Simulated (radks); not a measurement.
The caesium ion Cs4+, 51 electrons, occupied as [Kr] 4d10 5s1.5 5p3 6s0.5 (fractional occupations, a model configuration). Calculated with a radial shooting solver on a logarithmic mesh with Libxc functionals: scalar-relativistic Kohn-Sham, B86b exchange with PBE correlation, spin-polarised, spherical densities, point nucleus; open shells are filled with parallel spins first (spin-orbit coupling, left out, can overturn this in heavy ions). Some entries of the table are withheld. Estimate them.

orbital  occ.  eigenvalue (hartree)  r(max) (bohr)  <r^2> (bohr^2)
1s up       1             -1317.543        0.01678       0.0009249
1s down     1             -1317.535        0.01678       0.0009249
2s up       1             -208.1372        0.09487         0.01483
2s down     1             -208.1329        0.09487         0.01483
2p up       3             -186.8826        0.07618         0.01177
2p down     3             -186.8759        0.07618         0.01177
3s up       1             -44.64672         0.2725          0.1021
3s down     1             -44.63940         0.2725          0.1021
3p up       3             -37.80726         0.2665          0.1022
3p down     3             -37.79907         0.2666          0.1022
3d up       5             -27.77125         0.2204         0.08836
3d down     5             -27.76345         0.2204         0.08834
4s up       1              -9.81656         0.6421          0.5436
4s down     1              -9.79881         0.6424          0.5428
4p up       3              -7.62754         0.6723          0.6202
4p down     3              -7.60837         0.6727          0.6177
4d up       5              -4.43971         0.7194          0.8057
4d down     5              -4.41181         0.7192          0.7935
5s up       1              -2.56659          1.500           2.950
5s down   0.5              -2.43061          1.485           2.931
5p up       3                   (1)          1.671           3.733
5p down     0                   (2)          1.662           3.769
6s up     0.5              -1.04550          3.194           12.19

Answer. 
(1) 5p up eigenvalue (hartree): -2.00295
(2) 5p down eigenvalue (hartree): -1.86226
